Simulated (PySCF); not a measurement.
# Adding and removing an electron: CuBr

PBE0; Cu def2-TZVPPD, Br def2-TZVPPD; no relativity (PySCF 2.14). Neutral (UKS): singlet (closed shell), Re = 2.205 Å, ωe = 302 cm⁻¹, De = 3.37 eV, HOMO -7.26 eV, LUMO -2.97 eV.

CuBr⁺ (UKS): doublet (π ↑), Re = 2.238 Å, ωe = 255 cm⁻¹, De = 1.52 eV to Cu⁺ (3d10) + Br. The energies at the minima are -4214.18051 hartree for CuBr and -4213.82712 for CuBr⁺.

(1) Work out the adiabatic ionisation energy, without and with harmonic zero-point energies (1 hartree = 27.2114 eV, 1 eV = 8065.5 cm⁻¹), and the change of the bond length.

CuBr⁻ (UKS): doublet (σ ↑), Re = 2.355 Å, ωe = 206 cm⁻¹, De = 1.25 eV to Cu (3d10 4s1) + Br⁻. The energies at the minima are -4214.18051 hartree for CuBr and -4214.22993 for CuBr⁻.

(2) Work out the adiabatic electron affinity, without and with harmonic zero-point energies (1 hartree = 27.2114 eV, 1 eV = 8065.5 cm⁻¹), and the change of the bond length.

Spin–orbit coupling is left out. For an ion De counts to the pair picked by the measured ionisation energies or electron affinities, which need not be the lowest pair at this level. The highest Kohn–Sham level is positive in this anion. Much of that is self-interaction error, but it also means that the finite basis helps to hold the extra electron. With d or f electrons several states lie close, and the lowest PBE0 determinant need not be the measured ground state.

Answers

(1) At PBE0: 0.35339 hartree = 9.616 eV between the minima; the zero-point term (255.0 − 302.0)/2 cm⁻¹ = -0.003 eV makes it 9.613 eV. Re changes by +3.3 pm against the neutral. Minus the HOMO energy is 7.26 eV, -2.36 eV from the value between the minima; self-interaction puts the Kohn–Sham level too high, less so with exact exchange. The electron leaves a π orbital; in so polar a molecule the change of length follows mostly from the change of the ionic charges.

(2) At PBE0: 0.04942 hartree = 1.345 eV between the minima; the zero-point term (302.0 − 206.0)/2 cm⁻¹ = +0.006 eV makes it 1.351 eV. Re changes by +15.0 pm against the neutral. The electron enters a σ orbital; in so polar a molecule the change of length follows mostly from the change of the ionic charges.
